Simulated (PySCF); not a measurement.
# Electronic structure of Ga²⁺ (gallium, charge +2) at the UHF level

Configuration: [Ar] 3d10 4s1, 2S determinant. All numbers are calculated (PySCF 2.14, scalar relativity by spin-free X2C-1e, in aug-cc-pVDZ-DK (6s5p3d, 36 functions)).

* Total energy: -1941.190861 hartree
* One-electron energy: -2685.8667 hartree
* Hartree (Coulomb) energy: 818.7983 hartree
* Exchange energy: -74.1225 hartree
* ⟨S²⟩: 0.7503
* ⟨L²⟩: 0.000
* Sum of ⟨r⟩: 17.07 bohr
* Sum of ⟨r²⟩: 17.76 bohr²
* Langevin diamagnetic susceptibility: -14.1 ×10⁻⁶ cm³/mol
* Time after the integrals: 0.14 s of wall time on 1 thread of Neoverse-N1 (shared host)

| shell | electrons | mean orbital energy (hartree) | rms radius, mean of both spins (bohr) |
| --- | --- | --- | --- |
| 1s α | 1 | -384.45286 | 0.0560 |
| 1s β | 1 | -384.44765 | 0.0560 |
| 2s α | 1 | -50.04378 | 0.235 |
| 2s β | 1 | -50.03690 | 0.235 |
| 2p α | 3 | -43.50282 | 0.211 |
| 2p β | 3 | -43.50063 | 0.211 |
| 3s α | 1 | -7.33748 | 0.698 |
| 3s β | 1 | -7.31933 | 0.698 |
| 3p α | 3 | -5.28001 | 0.736 |
| 3p β | 3 | -5.27330 | 0.736 |
| 3d α | 5 | -1.91490 | 0.888 |
| 3d β | 5 | -1.90757 | 0.888 |
| 4s α | 1 | -1.09432 | 2.29 |

Densities and radii are taken from the X2C orbitals without a picture-change correction, which distorts them close to the nucleus.
